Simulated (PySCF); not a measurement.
C₅H₉O₂, SMILES CCCCO[C]=O, doublet, GFN2-xTB optimised geometry.

```
16

C     -0.25    -2.17    -1.22
C     -0.76    -0.73    -1.22
C     -0.25     0.03     0.00
C     -0.74     1.47     0.00
O     -0.29     2.18     1.22
C      0.89     2.65     1.29
O      1.85     2.69     0.57
H     -0.59    -2.69    -0.33
H     -0.63    -2.70    -2.10
H      0.83    -2.19    -1.24
H     -1.85    -0.72    -1.22
H     -0.42    -0.23    -2.13
H      0.85     0.03     0.00
H     -0.58    -0.46     0.91
H     -1.83     1.53     0.04
H     -0.36     2.02    -0.87
```

Density from unrestricted B3LYP/def2-TZVP (PySCF) at that geometry.

Minimum of the electron density along straight lines between bonded atoms, close to the bond critical point (lines longer than 1.1 times the sum of covalent radii, or with two minima, are not listed):

| bond | length / Å | ρ at the minimum / e bohr⁻³ | ∇²ρ there / e bohr⁻⁵ | position (fraction from the first atom) |
|---|---|---|---|---|
| C1–C2 | 1.524 | 0.248 | -0.62 | 0.50 |
| C2–C3 | 1.528 | 0.246 | -0.61 | 0.50 |
| C3–C4 | 1.519 | 0.256 | -0.66 | 0.48 |
| C4–O5 | 1.478 | 0.219 | -0.38 | 0.37 |
| O5–C6 | 1.273 | 0.353 | -0.32 | 0.66 |
| C6–O7 | 1.198 | 0.428 | 0.09 | 0.34 |
| C1–H8 | 1.088 | 0.281 | -0.97 | 0.64 |
| C1–H9 | 1.087 | 0.281 | -0.97 | 0.64 |
| C1–H10 | 1.087 | 0.281 | -0.97 | 0.64 |
| C2–H11 | 1.092 | 0.280 | -0.96 | 0.64 |
| C2–H12 | 1.092 | 0.281 | -0.97 | 0.64 |
| C3–H13 | 1.092 | 0.281 | -0.97 | 0.64 |
| C3–H14 | 1.092 | 0.281 | -0.97 | 0.64 |
| C4–H15 | 1.090 | 0.290 | -1.05 | 0.65 |
| C4–H16 | 1.093 | 0.288 | -1.03 | 0.65 |
